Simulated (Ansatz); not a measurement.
Born–Oppenheimer molecular dynamics of C3H6BLi (11 atoms, charge 0, multiplicity 1). It starts from a relaxed structure.

Computed with UKS revPBE-D4/STO-3G in Ansatz 0.2.0.

```json
{
 "ensemble": "NVT, Langevin thermostat",
 "time step": "1 fs",
 "steps asked": "182",
 "set temperature": "1500 K",
 "friction": "0.005 /fs",
 "seed": "180770"
}
```

First frame:

```xyz
11
Properties=species:S:1:pos:R:3
Li -0.386 0.356 -1.841
C 0.183 1.397 -0.166
C 0.007 -0.011 0.108
B 1.210 -0.846 0.651
C -1.213 -0.683 -0.276
H 1.101 1.891 0.184
H -0.720 2.047 -0.153
H 2.232 -0.312 0.917
H 1.085 -2.005 0.856
H -1.340 -1.742 -0.007
H -2.157 -0.093 -0.272
```

Q: How far do the bonds stretch over the last three quarters of this one trajectory? (Pairs bonded in most of those frames.)

A: 
```
  bond  mean (Å)  spread (Å)  shortest  longest
Li1–C2     2.094       0.212      1.77     2.52
Li1–C3     2.089       0.120      1.92     2.34
Li1–C5     2.112       0.179      1.79     2.39
 C2–C3     1.470       0.043      1.41     1.58
 C2–H6     1.113       0.030      1.06     1.18
 C2–H7     1.132       0.045      1.04     1.21
 C3–B4     1.578       0.073      1.43     1.73
 C3–C5     1.450       0.039      1.37     1.54
 B4–H8     1.200       0.038      1.12     1.30
 B4–H9     1.201       0.053      1.10     1.31
C5–H10     1.111       0.048      1.00     1.21
C5–H11     1.125       0.040      1.04     1.21
```

Mean temperature of the second half: 1226 K. The mean temperature of the second half is 18 % below the set value. A run of 0.18 ps of so small a system gives no equilibrium averages. Limits of this set-up: minimal basis.

Time of the run: 10 min on 1 thread of Intel(R) Xeon(R) Platinum 8259CL CPU @ 2.50GHz (Skylake/Cascade Lake), on a shared host, peak memory 0.13 GiB.
